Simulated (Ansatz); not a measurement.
Total energies of TaSeCl₃ from Ansatz at PBE0-D4/def2-TZVPD, gas phase (1 Eh = 27.2114 eV = 2625.5 kJ/mol). The reference geometry is relaxed at r2SCAN-D4/def2-SVP.

```
                 state   geometry  energy (Eh)
      charge 0 singlet  reference  -3838.75370
     charge -1 doublet  reference  -3838.81198
free Ta atom (quartet)          –    -56.82259
free Se atom (triplet)          –  -2401.20542
free Cl atom (doublet)          –   -459.99797
```

In the def2 sets Ta takes a core potential; there is no spin–orbit coupling.

(1) Work out the vertical electron affinity, to the doublet.

(2) What is the binding energy per atom against free atoms?

(1) E(charge 0 singlet) − E(charge -1 doublet) = -3838.75370 − (-3838.81198) = 0.05828 Eh = 1.59 eV.

(2) Atoms: 1 × (-56.82259) + 1 × (-2401.20542) + 3 × (-459.99797) = -3838.02192 Eh. Binding: -3838.02192 − (-3838.75370) = 0.73178 Eh = 19.91 eV, or 3.98 eV for each of 5 atoms (no zero-point energy, no counterpoise term).
